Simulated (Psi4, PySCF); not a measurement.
Here is a job for PySCF.
```python
from pyscf import gto, scf

mol = gto.M(
    atom='''
C    -0.023338   -0.271784    1.230585
N     0.034590    0.545347    0.000809
C    -0.010957   -0.268915   -1.231388
H     0.819179   -0.960237    1.258291
H     0.012591    0.363547    2.113141
H    -0.946327   -0.848242    1.249543
H     0.899931    1.100480    0.005808
H     0.831804   -0.957312   -1.252223
H     0.033839    0.368471   -2.112054
H    -0.933702   -0.845316   -1.260971
H    -0.753675    1.205377   -0.002386
''',
    basis='sto-3g',
    charge=1,
    spin=0,
    verbose=4,
)

mf = scf.RHF(mol)
mf.kernel()
```

Convert this to an input for Psi4.

One answer among several that fit: 
```
memory 2 GB

molecule {
1 1
  C    -0.02333821   -0.27178422    1.23058526
  N     0.03459018    0.54534707    0.00080941
  C    -0.01095720   -0.26891545   -1.23138777
  H     0.81917921   -0.96023702    1.25829085
  H     0.01259112    0.36354745    2.11314052
  H    -0.94632669   -0.84824181    1.24954279
  H     0.89993071    1.10048027    0.00580798
  H     0.83180433   -0.95731169   -1.25222260
  H     0.03383921    0.36847078   -2.11205406
  H    -0.93370156   -0.84531649   -1.26097066
  H    -0.75367517    1.20537707   -0.00238562
}

set basis sto-3g
set scf_type pk
set puream true
set d_convergence 1e-8

energy('scf')
print_variables()
```

Both were run: PySCF gave -133.045298 Eh and Psi4 -133.045298 Eh, 0.000 mEh apart.
